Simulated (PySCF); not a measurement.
Exercise with solution: oscillator strength and radiative lifetime

InFCl2, SMILES [F][In]([Cl])[Cl].

Geometry: PBE-D3(BJ)/def2-SVP. The def2 effective core potentials stand for the cores of In; spin–orbit coupling is left out.

PySCF 2.14.0 with TDDFT-LC-ωPBE/def2-SVPD puts the first singlet state with f over 0.02 at 5.65 eV (vertical), with the transition dipole (0.000, 0.398, 0.000) in atomic units.

**Question.** Find the oscillator strength, the wavelength and the radiative lifetime that this transition would have in vacuum if emission retraced absorption.

**Answer.** 
|μ|² = 0.1584 au, so |μ| = 1.01 D. ΔE = 5.65/27.211 = 0.2076 hartree. f = (2/3) ΔE |μ|² = 0.022 (the program prints 0.022).
λ = 1239.84/5.65 = 219 nm; ν = 45570 cm⁻¹.
Einstein's coefficient A = 0.6670 ν² f s⁻¹ (ν in cm⁻¹) = 3.0e7 s⁻¹, so τ = 1/A = 33 ns. This state is S1. The figure is the radiative limit of this one transition; relaxation, internal conversion, crossing to triplets and a medium change what is measured.
